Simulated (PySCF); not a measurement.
CH$_{2}$O, charge -1, doublet, at a GFN2-xTB geometry (a state made from the parent by changing its charge; the spin is typed, not shown lowest). Base run: PySCF with MP2/6-31G.

PySCF was given this input:
```python
from pyscf import gto, scf, mp

mol = gto.Mole()
mol.atom = '''
    C    -0.555541    0.104225    0.168708
    O     0.701983   -0.136099   -0.111078
    H    -1.322659   -0.671871   -0.100752
    H    -0.959963    1.135313   -0.022871
'''
mol.basis = '6-31g'
mol.charge = -1
mol.spin = 1
mol.verbose = 5
mol.build()

mf = scf.UHF(mol)
mf.kernel()

pt = mp.MP2(mf, frozen=2)
pt.kernel()
print('E(MP2) = %.10f' % pt.e_tot)
```

The base run was repeated with changes; each row names its change, and settings that it needs were set with it.

| change | basis functions | E (Eh) | MP2 correlation (Eh) | SCF-reference HOMO (eV) | core-seconds (rough) |
|---|---|---|---|---|---|
| base | 22 | -113.94595 | -0.20559 | -0.38 | 0.5 |
| basis = STO-3G | 12 | -112.19683 | -0.06939 | 4.68 | 0.3 |
| basis = pcseg-0 | 22 | -113.65036 | -0.20514 | -0.19 | 0.3 |
| basis = def2-SV(P) | 32 | -113.99464 | -0.30054 | -0.39 | 0.5 |
| basis = 6-31G* | 32 | -114.07874 | -0.29771 | -0.23 | 0.5 |
| basis = def2-SVP | 38 | -114.01669 | -0.31681 | -0.40 | 0.3 |
| basis = pcseg-1 | 38 | (withheld) | (withheld) | (withheld) | 0.4 |
| basis = 6-311G** | 48 | -114.16198 | -0.34073 | -0.50 | 0.7 |
| basis = 6-311++G** | (withheld) | (withheld) | (withheld) | (withheld) | 1 |
| basis = def2-TZVP | (withheld) | (withheld) | (withheld) | -0.85 | 2 |
| basis = pcseg-2 | 88 | -114.25309 | -0.40418 | -0.92 | 4 |
| basis = def2-TZVPP | 90 | -114.26114 | -0.40883 | -0.85 | 3 |
| basis = aug-cc-pVTZ | 138 | -114.28030 | -0.42452 | -0.96 | 20 |

Task: Complete the blanks.

Result: 
- basis = pcseg-1, E (Eh): -114.08853
- basis = pcseg-1, MP2 correlation (Eh): -0.32041
- basis = pcseg-1, SCF-reference HOMO (eV): -0.59
- basis = 6-311++G**, basis functions: 58
- basis = 6-311++G**, E (Eh): -114.19622
- basis = 6-311++G**, MP2 correlation (Eh): -0.35247
- basis = 6-311++G**, SCF-reference HOMO (eV): -0.94
- basis = def2-TZVP, basis functions: 74
- basis = def2-TZVP, E (Eh): -114.25398
- basis = def2-TZVP, MP2 correlation (Eh): -0.40246

Totals compare only among sets that treat the same electrons; sets with core potentials leave the core out.

Open shells are given as the SCF converged; they aren't shown to be the lowest states, and a large step between rows can be another state.
